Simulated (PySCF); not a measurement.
BaCl, SMILES [Ba+][Cl], charge +1.

Coordinates come from a B3LYP-D3(BJ)/def2-TZVPD optimisation. The multiplicity is an assumed one; other spin states were not compared. The def2 effective core potentials stand for the cores of Ba; spin–orbit coupling is left out.

Two levels are set side by side: PBE/def2-TZVPD (PySCF) and HF/def2-TZVPD (PySCF). Same geometry, gas phase. Differences are taken from unrounded values.

```tsv
quantity	HF	PBE	PBE minus HF
orbital gap (eV)	10.72	4.21	-6.50
highest occupied level (eV)	-15.14	-11.07	4.06
lowest empty level (eV)	-4.42	-6.86	-2.44
mean polarisability (bohr³)	35.1	41.5	6.4
```

Without exact exchange PBE keeps part of each electron's self-repulsion, which lifts occupied levels and narrows the gap. PBE's more diffuse valence density responds more strongly to a field. Differences between two approximate levels are no errors against the true value.

Rough cost on one machine, each run with all the roots and properties that it gave: HF against PBE about 1/3.
